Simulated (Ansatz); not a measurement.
Geometry optimisation, RKS BHLYP-D4/def2-mTZVP (Ansatz 0.2.0).

The input (input.yaml):

```yaml
crystal:
  periodic: [false, false, false]
  atoms:
    - { symbol: F, position_ang: [-1.7824, -0.6866, -1.5689] }
    - { symbol: Sn, position_ang: [-0.7074, 0.8613, -1.0948] }
    - { symbol: "N", position_ang: [1.0002, 0.1729, -0.241] }
    - { symbol: Si, position_ang: [0.6323, -0.7045, 1.2492] }
    - { symbol: H, position_ang: [-0.3075, 1.7782, -2.547] }
    - { symbol: H, position_ang: [-1.5539, 1.9016, 0.0442] }
    - { symbol: H, position_ang: [1.4643, -0.5306, -0.8799] }
    - { symbol: H, position_ang: [-0.315, -1.7976, 0.895] }
    - { symbol: H, position_ang: [-0.1087, 0.221, 2.2267] }
    - { symbol: H, position_ang: [1.7613, -1.267, 1.9194] }
basis:
  gaussian: { orbitals: def2-mTZVP }
hamiltonian:
  xc: { name: BHLYP }
  dispersion: d4
relax:
  f_tol: 0.02
  max_steps: 50
```

Launched with:

```bash
$ ansatz run input.yaml --threads 2 --pin off --max-ram 3072MiB --backend cpu --events-out ev --progress --plain --runs-dir out
```

Q: Where does it end, and by what steps?

A: The run converged. The force dipped under the threshold on the way, but the program's further checks kept it going. After 12 steps the energy has fallen by 0.528 eV; H8 moved furthest, 0.91 Å.

| step | energy less start (eV) | largest force component (eV/Å) | accepted |
| --- | --- | --- | --- |
| 0 | 0.0000 | 1.913 | yes |
| 1 | -0.2990 | 1.013 | yes |
| 2 | -0.4140 | 0.718 | yes |
| 3 | -0.4526 | 0.896 | yes |
| 4 | -0.5003 | 0.237 | yes |
| 5 | -0.5127 | 0.107 | yes |
| 6 | -0.5165 | 0.133 | yes |
| 7 | -0.5203 | 0.077 | yes |
| 8 | -0.5217 | 0.146 | yes |
| 9 | -0.5271 | 0.029 | yes |
| 10 | -0.5277 | 0.005 | yes |
| 11 | -0.5279 | 0.054 | yes |
| 12 | -0.5282 | 0.015 | yes |

```xyz
10
Properties=species:S:1:pos:R:3
F -2.156 -0.099 -1.778
Sn -0.697 1.009 -1.155
N 0.637 -0.210 -0.292
Si 0.621 -0.837 1.313
H -0.045 1.684 -2.562
H -1.394 2.024 0.001
H 1.305 -0.609 -0.927
H 0.292 -2.274 1.376
H -0.408 -0.081 2.048
H 1.927 -0.658 1.978
```

The run took 56 s on 2 threads of Arm Neoverse V1 (shared host), peak memory 0.28 GiB.
